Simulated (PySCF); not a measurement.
# Dipole response of Co (cobalt, neutral)

[Ar] 3d7 4s2, high-spin 4F determinant. Computed with PySCF 2.14 in aug-cc-pwCVTZ (10s9p7d4f3g, 127 functions), with no relativity, point nucleus. Coupled (time-dependent) response in atomic units; α is the mean over directions.

```csv
method,mean α (bohr³),C₆ (like pair),S(−4)
PBE0,58.72,506.3,1871
```

S(−4) is the Cauchy moment in α(ω) = α(0) + S(−4) ω² + …

Reference α: 55 ± 4 bohr³ (recommended; Schwerdtfeger and Nagle, table of static dipole polarizabilities (2023 update)). Published C₆: 408.0 (Chu and Dalgarno (2004); Tang, Norbeck and Certain (1976)).

α(iu) at PBE0:

| u (hartree) | α(iu) (bohr³) |
| --- | --- |
| 0 | 58.72 |
| 0.0500 | 54.45 |
| 0.100 | 45.07 |
| 0.200 | 27.77 |
| 0.300 | 17.81 |
| 0.500 | 9.228 |
| 0.750 | 5.402 |
| 1.00 | 3.729 |
| 1.50 | 2.225 |
| 2.00 | 1.532 |
| 3.00 | 0.8847 |
| 5.00 | 0.4209 |
